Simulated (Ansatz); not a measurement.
```xyz
7

C     1.702   -0.594   -0.962
C     0.701   -0.245   -0.396
Ge   -0.848    0.296    0.479
F    -1.913   -1.003    0.759
F    -1.717    1.457   -0.413
F    -0.517    0.993    1.997
H     2.591   -0.904   -1.464
```

The species carries charge 0 and has multiplicity 1.

Question: List the r2SCAN/def2-TZVPP orbital energies in eV (Ansatz 0.2.0). (An estimate is asked.)

Answer: The calculation gave: Occupied: -10836.93, -1351.81, -1201.87, -1201.87, -1201.85, -666.56, -666.56, -666.56, -274.65, -274.32, -170.25, -119.96, -119.96, -119.90, -33.91, -33.91, -33.41, -33.17, -33.17, -31.55, -30.43, -30.43, -20.78, -16.22, -14.68, -12.73, -12.51, -12.51, -10.93, -10.93, -10.58, -10.58, -10.56, -10.35, -8.61, -8.61. Lowest empty: -1.85, -1.85, -1.03, 1.99, 2.55, 2.55, 3.01, 3.29.
